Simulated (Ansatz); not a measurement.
Gas-phase electronic energies from Ansatz, PBE0-D4/def2-TZVP geometries. CBS: MP2 limit from def2 TZ/QZ plus the TZ coupled-cluster correction, frozen cores. This one scheme is used for every species. DFT in def2-TZVPP. For Ti outer-core shells are correlated without core-valence functions, which leaves a few kJ/mol of doubt a bond. Scalar relativity is left out up to krypton. One conformer a species, not always the lowest.

Reaction (formal exchange of groups at a Ti–O bond): `[OH][Ti]([Cl])([Cl])[Cl]` + `C#C` → `C#[C][Ti]([Cl])([Cl])[Cl]` + H₂O

`[OH][Ti]([Cl])([Cl])[Cl]`:

Cartesian coordinates in Å:
```
O -0.160 -0.491 1.293
Ti -0.071 0.083 -0.352
Cl -1.916 -0.418 -1.398
Cl 0.228 2.242 -0.340
Cl 1.634 -0.845 -1.342
H 0.284 -0.570 2.138
```

`C#C`:

Cartesian coordinates in Å:
```
C -0.238 0.057 0.546
C 0.238 -0.057 -0.546
H -0.663 0.159 1.517
H 0.663 -0.159 -1.517
```

`C#[C][Ti]([Cl])([Cl])[Cl]`:

```xyz
7

C     0.903   -0.080   -1.926
C     0.387   -0.035   -0.827
Ti   -0.457    0.041    0.974
Cl   -0.858    2.122    1.411
Cl    0.951   -0.809    2.381
Cl   -2.282   -1.117    0.880
H     1.356   -0.121   -2.892
```

H₂O:

Z-matrix (Å, degrees):
```
O
H 1 0.960
H 1 0.960 2 105.1
```

CCSD(T)/CBS gives +100.4 kJ/mol.

(1) Another level gave +104.3 kJ/mol. Which?
A. CAM-B3LYP/def2-TZVPP
B. revPBE-D4/def2-TZVPP
C. BLYP-D4/def2-TZVPP
D. ωB97M-V/def2-TZVPP

Largest T1 diagnostic among the species: 0.024, so the coupled-cluster value is less sure than usual.

Results:

(1) C. BLYP-D4 104.3, revPBE-D4 99.0, CAM-B3LYP 121.2, ωB97M-V 112.1 kJ/mol.

In def2-TZVPP, CCSD(T) changes the Hartree–Fock value by −17.6 kJ/mol (the triples alone add −5.1 kJ/mol) and MP2 by −23.1 kJ/mol. From BLYP to BHLYP (50 % exact exchange), in def2-TZVPP and without D4, ΔE moves by +6.0 kJ/mol.
